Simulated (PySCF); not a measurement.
## Electronic absorption of C4H3ClF2O2

Species: C4H3ClF2O2.
SMILES: `CO/C(F)=C(\F)C(=O)Cl`

Method used: TDDFT PBE0/def2-SVPD, vertical, gas phase, core orbitals frozen in the response in PySCF 2.14.0, density-fitted response routines. One conformer (not necessarily the lowest) at the PBE0-D3(BJ)/def2-SVP geometry, without solvent, vibrations or thermal averaging. Torsions of this conformer, `[CH3:1][O:2]/[C:3]([F:4])=[C:5](\[F:6])[C:7](=[O:8])[Cl:9]`: C1–O2–C3–F4 4°, C3–C5–C7–O8 -1°.

| state | λ (nm) | E (eV) | f | main configurations (H = HOMO, L = LUMO) |
| --- | --- | --- | --- | --- |
| S1 | 262.0 | 4.73 | 0.0000 | H-1→L (95%) |
| S2 | 240.6 | 5.15 | 0.494 | H→L (97%) |
| S3 | 209.5 | 5.92 | 0.0003 | H-3→L (96%) |
| S4 | 198.3 | 6.25 | 0.020 | H-2→L (89%) |
| S5 | 195.9 | 6.33 | 0.0005 | H→L+2 (95%) |
| S6 | 191.4 | 6.48 | 0.0092 | H→L+1 (95%) |
| S7 | 167.4 | 7.40 | 0.0002 | H→L+3 (92%) |
| S8 | 161.5 | 7.68 | 0.049 | H-1→L+2 (68%), H-3→L+2 (18%) |
| S9 | 159.5 | 7.77 | 0.0001 | H→L+4 (88%) |
| S10 | 158.2 | 7.84 | 0.0035 | H-1→L+1 (93%) |

Triplets (Tamm–Dancoff): T1 3.17 eV, H→L (96%); T2 4.31 eV, H-1→L (92%); T3 5.39 eV, H-2→L (88%); T4 5.79 eV, H-3→L (94%).

The lowest singlet lies at 4.73 eV (262 nm, ultraviolet) and is dark (f under 0.0005); its leading configuration is HOMO-1→LUMO (95%). The most intense listed level is S2 at 5.15 eV (241 nm, f = 0.494), 0.42 eV above S1. Löwdin shares by element: HOMO carbon 46% or more, oxygen 15% or more, fluorine 14% or more (atoms not listed hold the other 25%); LUMO carbon 45% or more, oxygen 30% (atoms not listed hold the other 25%). Orbital energies (eV): HOMO-3 -9.30, HOMO-2 -9.26, HOMO-1 -8.54, HOMO -7.50, LUMO -1.93, LUMO+1 0.10, LUMO+2 0.32. Weighted by f, the mean energy of these states is 5.45 eV. The oscillator strengths of these states sum to 0.577; summed over the whole spectrum of an exact calculation they would give the number of electrons, 78 (Thomas–Reiche–Kuhn). No computed singlet lies in the visible range (380 to 750 nm); the lowest, at 262 nm, stands 1.47 eV above its violet end (3.26 eV); a Tamm–Dancoff triplet lies at 391 nm, without intensity as long as spin–orbit coupling is left out. The vertical ionisation energy (ΔSCF) is 9.47 eV, 1.63 eV above S10. Singlets were solved by full linear response, triplets in the Tamm–Dancoff approximation.
